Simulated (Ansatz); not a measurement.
`CC1(C)CCCCC1`, relaxed with RKS PBE-D4/def2-SVP in Ansatz from a rough embedded geometry. The force threshold is 0.03 eV/Å; the program also tests the step.

Total charge 0; spin multiplicity 1.

Start:

```xyz
24

C    -1.492   -1.045    0.475
C    -0.515   -0.422   -0.525
C    -0.937   -0.854   -1.934
C     0.919   -0.907   -0.268
C     1.516   -0.356    1.025
C     1.479    1.168    1.025
C     0.047    1.661    0.845
C    -0.551    1.112   -0.447
H    -2.506   -0.710    0.268
H    -1.248   -0.775    1.498
H    -1.469   -2.130    0.396
H    -0.269   -0.437   -2.684
H    -1.948   -0.514   -2.151
H    -0.915   -1.939   -2.023
H     0.934   -1.999   -0.243
H     1.548   -0.587   -1.103
H     2.548   -0.702    1.122
H     0.962   -0.734    1.885
H     2.096    1.545    0.205
H     1.893    1.553    1.959
H     0.031    2.753    0.813
H    -0.555    1.349    1.700
H     0.016    1.515   -1.290
H    -1.583    1.456   -0.550
```

```csv
step,energy (eV),largest force (eV/Å),largest move (Å)
1,-8540.1309,0.718,0.000
2,-8540.2609,0.221,0.045
3,-8540.2737,0.034,0.024
4,-8540.2739,0.003,0.006
```

End:

```xyz
24

C    -1.497   -1.047    0.484
C    -0.523   -0.429   -0.538
C    -0.951   -0.866   -1.948
C     0.926   -0.912   -0.272
C     1.537   -0.360    1.023
C     1.480    1.172    1.058
C     0.050    1.682    0.841
C    -0.553    1.119   -0.453
H    -2.536   -0.711    0.289
H    -1.251   -0.775    1.529
H    -1.484   -2.155    0.418
H    -0.276   -0.443   -2.721
H    -1.983   -0.526   -2.177
H    -0.930   -1.971   -2.048
H     0.950   -2.024   -0.271
H     1.560   -0.591   -1.130
H     2.586   -0.711    1.122
H     0.996   -0.771    1.904
H     2.135    1.578    0.253
H     1.890    1.556    2.016
H     0.035    2.792    0.810
H    -0.581    1.394    1.711
H     0.020    1.524   -1.318
H    -1.599    1.475   -0.583
```

It took 24 s on 5 threads of an AMD EPYC 7R13 on a shared host and a share of an NVIDIA H100 80 GB, with 1.1 GiB of host memory at the peak.
